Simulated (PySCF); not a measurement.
(E)-1-chloro-2-fluoroprop-1-ene (C3H4ClF), SMILES C/C(=C\Cl)F.

Coordinates come from a PBE-D3(BJ)/def2-SVP optimisation.

Computed with PBE-D3(BJ)/def2-SVP in PySCF.

Frequencies are harmonic and unscaled.

```
mode  ν (cm⁻¹)  IR (km/mol)  moving atoms (share of kinetic energy)
----  --------  -----------  --------------------------------------
1          151          0.2                                  H 96 %
2          215          2.4                 C 51 %, Cl 29 %, H 17 %
3          251          1.0         C 56 %, F 23 %, H 11 %, Cl 10 %
4          402          4.0         F 46 %, C 26 %, Cl 16 %, H 13 %
5          443          3.9                          C 58 %, H 37 %
6          455          1.1         F 33 %, C 27 %, Cl 23 %, H 16 %
7          768         40.4                          H 71 %, C 28 %
8          789          7.8                          C 75 %, H 13 %
9          913         67.8                  C 48 %, H 26 %, F 20 %
10         983         16.5                          H 60 %, C 36 %
11        1011          0.9                          H 63 %, C 37 %
12        1158         95.4                  H 58 %, C 31 %, F 11 %
13        1270         20.6                          H 52 %, C 42 %
14        1357         41.7                          H 52 %, C 46 %
15        1392          3.0                                  H 94 %
16        1395          8.2                                  H 97 %
17        1691         30.7                                  C 95 %
18        2974         10.9                                  H 97 %
19        3047          4.3                           H 91 %, C 9 %
20        3109          0.9                           H 91 %, C 9 %
21        3157          8.3                           H 91 %, C 9 %
```
